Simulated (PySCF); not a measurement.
## Constants of SrO, step by step

State: ¹Σ⁺, singlet, closed shell. De refers to Sr + O. RHF-based CCSD(T) in PySCF 2.14 with Sr cc-pwCVDZ-X2C, O aug-cc-pVDZ-DK and Sr cc-pwCVTZ-X2C, O aug-cc-pVTZ-DK (frozen core orbitals: 15; spin-free X2C with a Gaussian nucleus). Correlation energies are extrapolated as n⁻³ (n = 2, 3), Hartree–Fock as (n+1)·exp(−9√n). CV is the change on freezing 14 orbitals instead, in Sr cc-pwCVTZ-X2C, O cc-pCVTZ-DK.

```tsv
Level	Re (Å)	ωe (cm⁻¹)	ωexe (cm⁻¹)	αe (cm⁻¹)	De (eV)
CCSD(T)/DZ	2.0175	504	n/a	0.00525	3.333
CCSD(T)/TZ	1.9390	628	5.78	n/a	3.976
HF/CBS	1.9000	727.7	2.01	0.00131	0.663
MP2/CBS	1.9202	663.1	3.74	0.00210	4.943
CCSD/CBS	1.9041	697.9	2.62	0.00170	3.782
CCSD(T)/CBS	1.9231	654.9	4.56	n/a	4.216
CCSD(T)/CBS+CV	1.9222	655.8	4.48	n/a	4.227
```

Q: How much is left between CCSD(T)/TZ and the basis-set limit, and how much do the triples give at the limit?

A: CCSD(T)/CBS less CCSD(T)/TZ: -15.9 mÅ in Re, +26.8 cm⁻¹ in ωe and +0.240 eV in De. CCSD(T)/CBS less CCSD/CBS: +19.0 mÅ in Re, -43.0 cm⁻¹ in ωe and +0.434 eV in De.

Q: What do the later terms add?

A: CV: -0.9 mÅ in Re, +0.9 cm⁻¹ in ωe and +0.011 eV in De, each against the row above.

The T1 diagnostic is 0.043, large enough to doubt a single reference. The open-shell atoms are computed with UHF. Spin–orbit coupling, excitations beyond (T) and corrections to the Born–Oppenheimer picture are left out.

The whole job (state search and all basis sets along the bond) took about 7.5 min on 4 threads of AMD EPYC 7R43 64-Core (shared host), peak memory 4.4 GiB.
